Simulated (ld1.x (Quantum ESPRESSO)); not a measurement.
# Reading a pseudo-wave (O)

Columns: radius, all-electron u(r) and pseudo u(r) of the 2p shell (level -9.03 eV) of oxygen in the configuration [He] 2s2 2p4; PBE, scalar-relativistic, ultrasoft scheme, ld1.x (Quantum ESPRESSO) 7.5.

```tsv
r (bohr)	all-electron	pseudo
0.068	0.0539	0.0140
0.135	0.1659	0.0542
0.202	0.2943	0.1175
0.270	0.4202	0.2005
0.338	0.5316	0.2964
0.405	0.6236	0.3967
0.473	0.6987	0.4975
0.540	0.7558	0.5900
0.608	0.7977	0.6715
0.675	0.8250	0.7364
0.742	0.8405	0.7841
0.810	0.8460	0.8147
0.878	0.8432	0.8288
0.945	0.8339	0.8291
1.013	0.8193	0.8188
1.080	0.8010	0.8015
1.148	0.7794	0.7797
1.215	0.7560	0.7561
1.283	0.7308	0.7308
1.350	0.7049	0.7049
1.418	0.6781	0.6781
1.485	0.6515	0.6515
1.553	0.6246	0.6246
1.620	0.5984	0.5984
1.688	0.5722	0.5722
1.755	0.5470	0.5470
```

How many radial nodes do the two functions have?

The all-electron 2p function has n − l − 1 = 0; the pseudo-wave has 0.

At about which radius was the pseudo-wave matched?

1.25 bohr. The columns agree to 0.0005 from 1.08 bohr on; several derivatives are matched, so the curves merge somewhat inside the radius.

Is the pseudo-wave norm-conserving?

No, it belongs to an ultrasoft set: the norm inside the radius is not constrained, and the difference is carried by the augmentation charge.
